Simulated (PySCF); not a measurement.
## A single-point calculation

DyH2 (singlet in the valence; each metal's 4f electrons, 10 of them, lie in its core potential, out of spins and levels). PySCF 2.14.0, RKS CAM-B3LYP, Dy lcecp-0-SVP with ECP56, H def2-SVP; non-relativistic Hamiltonian with scalar-relativistic core potentials where named; density fitting; no spin-orbit coupling. Purpose: level CAM-B3LYP.

```python
mol = gto.M(atom='''
Dy    -0.00000     0.00000    -0.09737
H      1.85180    -0.00000     0.99011
H     -1.85180     0.00000     0.99011''',
    basis={'Dy': 'lcecp-0-SVP', 'H': 'def2-SVP'},
    ecp={'Dy': 'lcecp-0-SVP'},
    charge=0, spin=0)
mf = dft.RKS(mol, xc='CAMB3LYP')
mf.grids.atom_grid = (75, 302)  # f atoms: unpruned, at least (60, 302)
mf = mf.density_fit()  # fitting sets: Dy AutoAux, H def2-universal-JKFIT
mf.conv_tol = 1e-08; mf.max_cycle = 55
mf.kernel(dm0)  # dm0: converged density of the relaxed state
mf.nuc_grad_method().kernel()
```

Run from Python with OMP_NUM_THREADS=2; the lines above give its settings. Where DIIS fails, smearing, a level shift and second-order steps follow.
It took 0.8 s on 2 threads of Arm Neoverse V2, with other jobs on the host, from an already converged density.

The 4f levels lie in the core potential and are missing.

Q: What are the Mulliken charges and spins?

A: 
```csv
atom,charge (e),spin (e)
Dy1,0.382,0.000
H2,-0.191,0.000
H3,-0.191,0.000
```
The spin of the 4f electrons in the core isn't counted.

Q: What forces act on the atoms (eV/Å)?

A: 
```
Dy   0.00  0.00  0.02
H    0.04  0.00 -0.01
H   -0.04  0.00 -0.01
```
Forces carry noise of the integration grid, about 0.01 to 0.03 eV/Å.

The geometry was relaxed with PBE0 (Dy lcecp-0-SVP with ECP56, H def2-SVP).

An lcecp potential fixes the number of 4f electrons, so in runs with it no electron can move into or out of that shell; real Dy(II) is rare or takes another configuration.
